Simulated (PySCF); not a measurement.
**Correlation energy of Er²⁺ (erbium, charge +2)**

[Xe] 4f11 5d1, one real determinant (an excited configuration). Calculation: PySCF 2.14, in cc-pVDZ-X2C; the spin-free X2C one-electron Hamiltonian (Gaussian nucleus). Frozen: [Kr] 4d10; 20 electrons correlated.

MP2 pair energies summed by pair of shells (mhartree):

| pair | energy | share (%) |
| --- | --- | --- |
| 4f-4f | -320.75 | 45.6 |
| 4f-5p | -171.42 | 24.4 |
| 5p-5p | -104.10 | 14.8 |
| 4f-5s | -38.76 | 5.5 |
| 5s-5p | -27.59 | 3.9 |
| 5p-5d | -20.85 | 3.0 |
| 4f-5d | -12.60 | 1.8 |
| 5s-5s | -5.40 | 0.8 |
| 5s-5d | -2.42 | 0.3 |

Total MP2 correlation energy: -703.90 mhartree.

Same-spin part -276.43 and opposite-spin part -427.47 mhartree; SCS-MP2 scales them by 1/3 and 6/5 to -605.11 mhartree.

The reference is one real determinant that mixes LS terms of this configuration.
